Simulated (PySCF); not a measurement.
## SnB⁻: one state, many levels of theory

State: ³Π (triplet), unpaired electrons σ ↑, π ↑. Set-up: PySCF, scalar-relativistic core potentials, basis sets Sn def2-SVPD with ECP28, B def2-SVPD. De refers to Sn⁻ + B in their high-spin ground configurations, without counterpoise correction. The functionals are run spin-unrestricted. A positive dipole points towards B; it is taken about the centre of mass and depends on that origin. Levels whose curve was spin-contaminated or gave no clean fit are not listed.

```csv
Level,Re (Å),ωe (cm⁻¹),De (eV),μ (D),"CPU s a point (SCF and correlation, without the integrals)"
ROHF,2.097,663,n/a,-3.22,0.14
ROHF-CCSD,2.132,612,2.20,n/a,n/a
ROHF-CCSD(T),2.150,583,2.48,n/a,10
PBE,2.138,587,3.25,-4.16,1.4
revPBE,2.149,576,3.01,-4.17,1.1
r²SCAN,2.122,608,3.00,-3.82,1.2
TPSSh,2.126,603,2.87,-3.97,1.8
r²SCANh,2.117,613,2.89,-3.78,1.2
PBE0,2.116,618,2.90,-3.97,1.1
```

The bond length runs from 2.097 Å (ROHF) to 2.150 Å (ROHF-CCSD(T)). De spans 2.20 eV (ROHF-CCSD, coupled cluster) to 3.25 eV (PBE, GGA).

Correlated steps freeze 5 core orbitals. Correlated levels converge slowly with the basis: in double zeta they bind strong bonds too weakly, by up to about 1 eV, and carry superposition errors of some tenths. Spin–orbit coupling is left out, which matters for elements this heavy, above all for dissociation energies. For an ion De counts to the pair picked by the measured ionisation energies or electron affinities, which need not be the lowest pair at this level. The highest Kohn–Sham level is positive in this anion. Much of that is self-interaction error, but it also means that the finite basis helps to hold the extra electron. The state was picked by a PBE0 search and need not be the measured ground state.

The whole job (state search and all levels along the bond) took about 3.4 min on 1 thread of Arm Neoverse V2 (shared host), peak memory 0.64 GiB.
